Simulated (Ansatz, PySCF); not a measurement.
Lewis adduct: AlH3 (SMILES [AlH3]) (first 4 atoms) with C2H6O (SMILES COC); geometry from B3LYP-D3(BJ)/def2-TZVP.
(charge 0, multiplicity 1):
```tsv
atom	x (Å)	y (Å)	z (Å)
Al	0.0753	-0.2123	0.6521
H	-1.4449	-0.3797	0.1993
H	0.7371	1.2098	0.3630
H	1.0151	-1.5001	0.6271
C	0.4161	-0.9828	3.5780
O	-0.1611	-0.0903	2.6180
C	-0.9625	0.9521	3.1861
H	-0.3774	-1.4747	4.1439
H	1.0670	-0.4234	4.2528
H	0.9910	-1.7148	3.0196
H	-1.7957	0.5146	3.7387
H	-1.3387	1.5538	2.3636
H	-0.3496	1.5671	3.8473
```

Interaction energies are E(AB) − E(A) − E(B) at the monomers' geometry in the complex; basis-set methods are counterpoise corrected.

Frozen-core correlation.

Codes used: Ansatz (an electronic-structure program) with Gaussian orbitals; PySCF for the dispersion terms. Values without a source in brackets are computed.

Question: What is the computed interaction energy (SCS-MP2/aug-cc-pV(D+d)Z)?

Answer: -25.1 kcal/mol

Question: Give the interaction energy at the level CAM-B3LYP-D3(BJ)/def2-TZVPPD.

Answer: -29.6 kcal/mol

Question: Give the interaction energy at the level CCSD(T)/aug-cc-pV(D+d)Z.

Answer: -25.8 kcal/mol
